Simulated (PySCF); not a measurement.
O2Ti, charge -1, doublet, at a GFN2-xTB geometry (such geometries of metal compounds can be far from the true shape) (the multiplicity is a formal guess) (in this run its highest filled SCF level lies above zero, so its values depend strongly on the basis, on diffuse functions most of all), atoms displaced at random by about 0.03 Å a coordinate. Base run: PBE0/STO-3G, gradient (PySCF).

Here is a job for PySCF.
```python
from pyscf import gto, scf, dft

mol = gto.Mole()
mol.atom = '''
    Ti    0.16306465   -0.07111235    0.14517509
    O     0.90148852    0.37778548   -1.22160759
    O    -1.40530079    0.04175308    0.67187098
'''
mol.basis = 'sto-3g'
mol.charge = -1
mol.spin = 1
mol.verbose = 3
mol.build()

mf = dft.UKS(mol)
mf.xc = 'pbe0'
mf.kernel()
g = mf.nuc_grad_method()
grad = g.kernel()
```

The coordinate followed is x of atom 2.

The base run was repeated with changes; each row names its change, and settings that it needs were set with it.

```tsv
change	dE/dx (Eh/bohr)	net force (Eh/bohr)
base	-0.032620	0.000167
conv_tol = 1e-4	-0.032698	0.000167
finite difference step (bohr) = 0.05; conv_tol = 1e-11	-0.032538	-
finite difference step (bohr) = 0.01; conv_tol = 1e-11	-0.032581	-
density fitting = on	-0.032625	0.000167
grids.level = 1; grid_response = on	-0.032562	0.000000
finite difference step (bohr) = 1e-4; conv_tol = 1e-11	-0.032583	-
grids.level = 5; grid_response = off	-0.032570	0.000015
grids.level = 0; grid_response = off	-0.033728	0.009133
finite difference step (bohr) = 0.2; conv_tol = 1e-11	-0.031862	-
conv_tol = 1e-11	-0.032620	0.000167
grid_response = on	-0.032583	0.000000
```

The net force is zero for an exact gradient.

Open shells are given as the SCF converged; they aren't shown to be the lowest states, and a large step between rows can be another state.
